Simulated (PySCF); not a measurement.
Geometries of 3 isomers of GeH9NSi2, from PySCF 2.14.0, PBE0-D3(BJ)/def2-SVP geometry optimisation, gas phase. One conformer each, no zero-point energy, no frequencies.

Task: Which is lowest in electronic energy at this level?
A.
```xyz
13
angstrom
Si     2.271   -0.194   -0.102
Si     0.642    0.248    1.530
N     -0.960    0.228    0.852
Ge    -1.479    0.398   -0.903
H      3.596   -0.240    0.593
H      2.325    0.881   -1.141
H      2.042   -1.507   -0.780
H      0.757   -0.785    2.610
H      1.004    1.558    2.173
H     -1.723    0.285    1.522
H     -1.785    1.863   -1.285
H     -0.311   -0.121   -1.759
H     -2.743   -0.454   -1.122
```
B.
```xyz
13
angstrom
Si    -1.710    1.210   -0.116
N     -1.112   -0.406    0.127
Si     0.510   -1.045    0.031
Ge     2.140    0.689    0.120
H     -2.761    1.528    0.899
H     -0.557    2.144    0.042
H     -2.314    1.433   -1.468
H     -1.832   -1.116    0.245
H      0.746   -1.830   -1.226
H      0.742   -1.993    1.168
H      3.536    0.035    0.140
H      1.990    1.549    1.389
H      2.062    1.612   -1.110
```
C.
```xyz
13
angstrom
N     -1.721    0.994   -0.402
Si    -1.531   -0.723   -0.198
Si     0.755   -1.181   -0.488
Ge     1.934    0.792    0.143
H     -1.402    1.430   -1.261
H     -2.578    1.435   -0.083
H     -2.361   -1.596   -1.100
H     -1.937   -1.045    1.205
H      1.079   -1.525   -1.911
H      1.181   -2.333    0.368
H      1.602    1.169    1.598
H      3.461    0.605    0.024
H      1.529    1.967   -0.768
```

Result: B. That is `[GeH3][SiH2]N[SiH3]`, 7.1 kcal/mol below the next.

```csv
SMILES,atoms numbered as above,E (Eh),relative (kcal/mol),relative (kJ/mol),dipole (D)
[SiH3]N[SiH2][GeH3],[SiH3:1][NH:2][SiH2:3][GeH3:4],-2715.12641,0.0,0.0,1.10
N[SiH2][SiH2][GeH3],[NH2:1][SiH2:2][SiH2:3][GeH3:4],-2715.11513,7.1,29.6,1.61
[SiH3][SiH2][NH][GeH3],[SiH3:1][SiH2:2][NH:3][GeH3:4],-2715.10651,12.5,52.3,1.29
```

As drawn, the highest has an Si–Si bond, which the lowest lacks.
